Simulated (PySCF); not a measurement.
Re(O)3(OH) (HO4Re), SMILES [O]=[Re](=[O])(=[O])[OH], multiplicity 1.

Geometry: PBE0-D3(BJ)/def2-SVP. A frequency run showed that this geometry is not a minimum. The spin state was assumed, not searched. The isomer is the one that the SMILES or the coordinates give; other isomers of the formula were not compared. The def2 effective core potentials stand for the cores of Re; spin–orbit coupling is left out. Other conformers were not sampled.

Level of theory: PySCF with PBE/def2-TZVP.

Symmetry labels are those of the subgroup Cs that the program uses (full group C3v).

Computed valence orbital energies around the gap with their symmetry:
```
orbital  symmetry  energy (eV)
-------  --------  -----------
HOMO−7         A"       -11.55
HOMO−6         A'       -10.61
HOMO−5         A'        -9.10
HOMO−4         A"        -9.10
HOMO−3         A'        -9.01
HOMO−2         A'        -8.19
HOMO−1         A"        -8.19
HOMO           A"        -7.89
LUMO           A"        -3.13
LUMO+1         A'        -3.13
LUMO+2         A'        -2.55
LUMO+3         A'        -0.88
```
